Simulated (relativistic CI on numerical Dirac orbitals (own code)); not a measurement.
## Er42+: q coefficients and field-shift factors

Calculated at this level of theory: Dirac-Coulomb-Breit CI, orbitals from a KLI potential per configuration, derivatives by finite differences, unscaled Slater integrals, QED left out (own radial code, finite nucleus).

Configurations in the expansion (outside the closed core [Ne]): 3s²3p⁶3d⁸, 3s²3p⁵3d⁹, 3s²3p⁴3d¹⁰, 3s3p⁶3d⁹, 3p⁶3d¹⁰, 3s3p⁵3d¹⁰, 3s²3p⁶3d⁷4s, 3s²3p⁶3d⁷4p. Levels of other configurations are missing.

With x = (α/α₀)² − 1 an excitation energy changes as ω = ω₀ + qx; K = 2q/ω₀ is the relative enhancement. Terms are leading LS components, so labels can repeat. The field-shift factor is F = δν/δ⟨r²⟩ for the transition from the lowest level.

Lowest level 3s²3p⁶3d⁸ ³F4.

```
         Level  ω₀ (cm⁻¹)   q (cm⁻¹)       K  F (GHz/fm²)
 3s²3p⁶3d⁸ ¹D2      64926       1009  0.0311      -0.0238
 3s²3p⁶3d⁸ ³P0     200786      21510   0.214        0.978
 3s²3p⁶3d⁸ ³F3     342114     360000     2.1         6.69
 3s²3p⁶3d⁸ ³P2     409501     364500    1.78          6.9
 3s²3p⁶3d⁸ ³P1     447537     367100    1.64         7.14
 3s²3p⁶3d⁸ ¹G4     453614     351000    1.55         7.06
 3s²3p⁶3d⁸ ³F2     735221     720200    1.96         13.3
 3s²3p⁶3d⁸ ¹S0     913499     717200    1.57         13.9
3s²3p⁵3d⁹ ³F°4    2947533     455600   0.309         22.2
3s²3p⁵3d⁹ ¹D°2    3018697     468100    0.31         21.9
3s²3p⁵3d⁹ ³D°3    3132541     486600   0.311         23.3
3s²3p⁵3d⁹ ¹P°1    3212841     483000   0.301           18
3s²3p⁵3d⁹ ³D°2    3408215     817600    0.48         28.9
3s²3p⁵3d⁹ ³P°0    3457353     828600   0.479         28.3
3s²3p⁵3d⁹ ³F°3    3476162     823600   0.474         26.1
3s²3p⁵3d⁹ ³D°1    3476299     817700    0.47           28
3s²3p⁵3d⁹ ³P°2    4737858  2.424e+06    1.02         -155
3s²3p⁵3d⁹ ¹F°3    4801125  2.398e+06   0.999         -151
3s²3p⁵3d⁹ ³F°2    4970271  2.771e+06    1.11         -146
3s²3p⁵3d⁹ ³D°1    5202420  2.796e+06    1.07         -153
3s²3p⁴3d¹⁰ ³P2    6100179  1.088e+06   0.357         -301
3s²3p⁴3d¹⁰ ¹S0    6287897     938400   0.298         34.2
  3s3p⁶3d⁹ ³D3    6383878  2.677e+06   0.839        -3690
```

At this charge energies of transitions that change n are usually good to better than 1 %, and those within a shell (Δn = 0) to a few per cent.
